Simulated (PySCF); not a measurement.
Start geometry of `[O]=[V]([O-])([O-])[O-]` from GFN2-xTB (Å):
```
atom  x, y, z in Å
O1     1.6492   -0.6216   -0.2039
V2    -0.0136   -0.0125   -0.0133
O3    -0.1182    1.6583   -0.3125
O4    -0.4039   -0.3151    1.5606
O5    -1.0215   -0.8139   -1.1275
```

Q: What comes out of this run: PySCF 2.14.0, PBE0-D3(BJ)/def2-SVP geometry optimisation, gas phase?

A: 
```
atom  x, y, z in Å
O1     1.627   -0.569   -0.249
V2     0.019   -0.021   -0.019
O3    -0.061    1.665   -0.317
O4    -0.469   -0.339    1.593
O5    -1.024   -0.842   -1.104
```

The energy falls by 15.9 kJ/mol over 4 energy and gradient evaluations, the largest force component goes from 0.0511 to 3.6e-04 Eh/bohr, and the atoms move by 0.058 Å rms after alignment. The bond that changes most is O1=V2 (ends: oxygen bonded to V; vanadium bonded to 4 O), which shortens by 0.067 Å. Bonds longer at the end by more than 0.005 Å: 3 of 4; shorter: 1. Among the angles that change most is O1–V2–O4, from 105.1° to 109.5°. The orientation of the end geometry is arbitrary; only internal coordinates are fixed.

The run used 87 basis functions and 38 SCF cycles in all. The run took 12 s on an Arm Neoverse V1 with one thread, no GPU, shared host, and the process peaked at 0.35 GiB of memory.

No PBE0-D3(BJ)/def2-SVP frequencies stand behind this structure, so it isn't proved a minimum. Whether so highly charged an anion holds all its electrons in the gas phase wasn't checked; a finite basis holds them in any case. The ion is multiply charged and computed without counter-ions or solvent. The geometry's basis has no diffuse functions, a weakness for an anion.
